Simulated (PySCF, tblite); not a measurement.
Isomers of C4H7OSSi (doublet state), one GFN2-xTB conformer each. Single-point energies are computed at B3LYP/pcH-1 (PySCF, gas phase, no added dispersion term), electronic only. GFN2-xTB treats the open shell by occupation alone, and not every SCF solution was tested for stability.

| SMILES | GFN2-xTB relative energy (kcal/mol) |
| --- | --- |
| C=C1C[SiH]C[S@@]1=O | 0.0 |
| C=C1C[SiH2][CH][S@]1=O | 8.5 |

Conformers: `[CH2:1]=[C:2]1[CH2:3][SiH:4][CH2:5][S@@:6]1=[O:7]` (doublet state) with C1–C2–C3–Si4 134°, C2–C3–Si4–C5 5°, C3–Si4–C5–S6 31°, Si4–C5–S6–O7 57°; `[CH2:1]=[C:2]1[CH2:3][SiH2:4][CH:5][S@:6]1=[O:7]` (doublet state) with C1–C2–C3–Si4 131°, C2–C3–Si4–C5 20°, C3–Si4–C5–S6 13°, Si4–C5–S6–O7 -146°.

**Question.** What does B3LYP/pcH-1 give for the same structures?

**Answer.** 
```csv
SMILES,B3LYP/pcH-1 E (Eh),B3LYP/pcH-1 (kcal/mol),GFN2-xTB (kcal/mol),point group
C=C1C[SiH]C[S@@]1=O,-919.45846,0.0,0.0,C1
C=C1C[SiH2][CH][S@]1=O,-919.44728,7.0,8.5,C1
```

Both levels put the same isomer lowest. 

**Question.** What happens when harmonic zero-point energies from GFN2-xTB frequencies are added?

**Answer.** 
```tsv
SMILES	ZPE (kcal/mol)	electronic (kcal/mol)	with ZPE (kcal/mol)
C=C1C[SiH]C[S@@]1=O	61.4	0.0	0.0
C=C1C[SiH2][CH][S@]1=O	58.8	7.0	4.4
```

The zero-point energies span 2.6 kcal/mol. The order is unchanged.
